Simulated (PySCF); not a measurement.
# TePb: energy against distance

Set-up: PySCF, scalar-relativistic core potentials, basis sets Te cc-pVDZ-PP with ECP28, Pb cc-pVDZ-PP with ECP60. Energies in eV from Te + Pb in their ground configurations at the same level. State: triplet, unpaired electrons π ↑↑, a mixture of terms (⟨Lz²⟩ = 2.0), a second solution, started from another occupation.

| R (Å) | PBE0 |
| --- | --- |
| 2.245 | 1.033 |
| 2.350 | -0.270 |
| 2.454 | -1.133 |
| 2.533 | -1.569 |
| 2.611 | -1.868 |
| 2.689 | -2.059 |
| 2.794 | -2.188 |
| 2.924 | -2.205 |
| 3.081 | -2.090 |
| 3.290 | -1.811 |

Question: Put a parabola through the three lowest points of the PBE0 curve and estimate Re, k and ωe (reduced mass 79.96 u; 1 eV/Å² = 0.16022 mdyn/Å; ωe = 1302.8·√(k/μ) cm⁻¹).

Answer: Through R = 2.794, 2.924, 3.081 Å the second-order coefficient is 3.01 eV/Å², so Re ≈ 2.881 Å, k ≈ 0.964 mdyn/Å and ωe ≈ 143 cm⁻¹. A polynomial fit of higher order to the unrounded PBE0 energies gives Re = 2.874 Å, k = 1.17 mdyn/Å, ωe = 157 cm⁻¹; anharmonicity and rounding make the difference.

The higher-order fit for each curve: PBE0: Re = 2.874 Å, ωe = 157 cm⁻¹, minimum 2.21 eV below the ground-state fragments.

These are scalar-relativistic numbers at best; spin–orbit coupling would shift them, the dissociation energy most.
